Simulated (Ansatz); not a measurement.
Basis sets compared for the cluster Sn₄H₈ (the lowest singlet isomer of a short search). Total charge 0; singlet. Geometry PBE-D4/def2-SVP. Ansatz on 4 threads of Arm Neoverse V1 on a shared host; times are rough, and most runs start from earlier orbitals.

```csv
atom,x (Å),y (Å),z (Å)
Sn1,-0.3003,-1.8053,-0.6662
Sn2,-0.3815,1.9819,0.7913
Sn3,1.0148,0.6360,-1.2742
Sn4,-1.0533,-0.3272,2.4614
H5,0.6915,3.2077,1.4138
H6,0.4943,-3.2190,-0.0484
H7,0.6783,-0.7930,2.2355
H8,2.6940,0.2695,-1.0118
H9,-1.6182,-2.3714,-1.6567
H10,-1.6401,2.8663,-0.0324
H11,0.8282,0.9028,-2.9859
H12,-1.4078,-1.3484,0.7736
```

In the def2 sets Sn takes a core potential; there is no spin–orbit coupling. The structure comes from a short search, and lower isomers may exist.

Binding counts from free atoms (Sn triplet, H doublet) in the same basis, without a counterpoise term.

```tsv
level	functions	energy (Eh)	HOMO (eV)	LUMO (eV)	binding per atom (eV)	wall time
PBE-D4/def2-SVP	144	-861.9563	-5.36	-2.91	2.25	1.9 s
PBE-D4/def2-TZVP	248	-861.9921	-5.43	-2.97	2.26	3.9 s
r2SCAN-D4/def2-TZVP	248	-862.3268	-5.61	-2.84	2.28	8 s
PBE0-D4/def2-SVP	144	-862.0024	-6.16	-2.25	2.23	3.4 s
PBE0-D4/def2-TZVP (with forces)	248	-862.0341	-6.20	-2.28	2.25	13 s
```

Estimate the rows for PBE-D4/def2-TZVPD, r2SCAN-D4/def2-TZVPD, PBE0-D4/def2-TZVPD.


```json
{"level": "PBE-D4/def2-TZVPD", "functions": "296", "energy (Eh)": "-861.9930", "HOMO (eV)": "-5.44", "LUMO (eV)": "-2.98", "binding per atom (eV)": "2.26", "wall time": "6 s"}
{"level": "r2SCAN-D4/def2-TZVPD", "functions": "296", "energy (Eh)": "-862.3278", "HOMO (eV)": "-5.61", "LUMO (eV)": "-2.85", "binding per atom (eV)": "2.28", "wall time": "11 s"}
{"level": "PBE0-D4/def2-TZVPD", "functions": "296", "energy (Eh)": "-862.0349", "HOMO (eV)": "-6.21", "LUMO (eV)": "-2.29", "binding per atom (eV)": "2.25", "wall time": "11 s"}
```
